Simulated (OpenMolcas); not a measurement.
## N: thermal populations, Slater's ratio, worked from levels

| Item | Value |
| --- | --- |
| Program | OpenMolcas |
| Basis | ANO-RCC-VQZP [5s4p3d2f1g] |
| Scalar Hamiltonian | DKH2, point nucleus |
| Active space | 5 electrons in 4 orbitals (2s 2p) |
| State averaging | 2S+1 = 4 odd, 1 root; 2S+1 = 2 odd, 8 roots; 2S+1 = 4 even, 3 roots |
| Spin-orbit coupling | state interaction with AMFI integrals over the reference wave functions, term energies averaged over their components |

Methods: CASSCF; SS-CASPT2, IPEA 0.25 Eh, imaginary shift 0.1 Eh (closed shells correlated: 1s). Measured levels: NIST Handbook of Basic Atomic Spectroscopic Data.

**Thermal populations.** Z = Σ (2J + 1) exp(-E/kT) with k = 0.695035 cm-1/K, over the levels below. No other level of either list lies under 83200 cm-1, which is above 7 kT at each temperature.

```json
{"Level": "2s² 2p³ ⁴S°_3/2", "2J + 1": "4", "SS-CASPT2": "0.0", "measured": "0.0"}
{"Level": "2s² 2p³ ²D°_3/2", "2J + 1": "4", "SS-CASPT2": "19300", "measured": "19233"}
{"Level": "2s² 2p³ ²D°_5/2", "2J + 1": "6", "SS-CASPT2": "19300", "measured": "19224"}
{"Level": "2s² 2p³ ²P°_3/2", "2J + 1": "4", "SS-CASPT2": "28690", "measured": "28839"}
{"Level": "2s² 2p³ ²P°_1/2", "2J + 1": "2", "SS-CASPT2": "28690", "measured": "28839"}
```

```tsv
T (K)	Z, SS-CASPT2	Z, measured levels	Ground level (%), SS-CASPT2	Ground level (%), measured levels
8000	4.345	4.348	92.1	92.0
12000	5.181	5.186	77.2	77.1
```

At 12000 K, kT = 8340 cm-1, and the computed levels give Z = 4.000 + 0.395 + 0.593 + 0.128 + 0.064 = 5.181.

**Slater's ratio.** With one set of orbitals, p3 has ²D° - ⁴S° = 9 F2 and ²P° - ²D° = 6 F2 (F2 = F²/25), a ratio of 2/3. Term energies are centres of gravity, weighted by 2J + 1.

```tsv
Source	²D° - ⁴S°	²P° - ⁴S°	F2 from the first	Ratio
CASSCF	22997	30306	2555	0.318
SS-CASPT2	19302	28691	2145	0.486
measured	19228	28839	2136	0.500
```

Energies in cm-1. A ratio away from 2/3 shows effects beyond one configuration with one set of orbitals, and in heavier atoms second-order spin-orbit shifts. In CASSCF the valence s occupation is 1.94 in ²P° against 2.00 in ²D°: mixing out of s² acts most on ²P° and pulls it down.

Term energies are means over components that CASPT2 splits; among the terms shown or strongly mixed into the levels shown the widest spread is 180 cm-1 (2s² 2p³ ²D°, SS-CASPT2). Without dynamic correlation excited terms often stand tens of per cent too high (terms of higher spin than the ground term too low), and those without a measured partner can miss by more than the paired ones (holds for CASSCF). Measured partners are found by configuration, term and J. A level has none where our copy of the source lacks it or the pairing is in doubt (some pairs that miss far off the trend of their configuration count as doubtful), and it then counts in no deviation. Levels of configurations outside the active space are missing.

° marks odd parity.
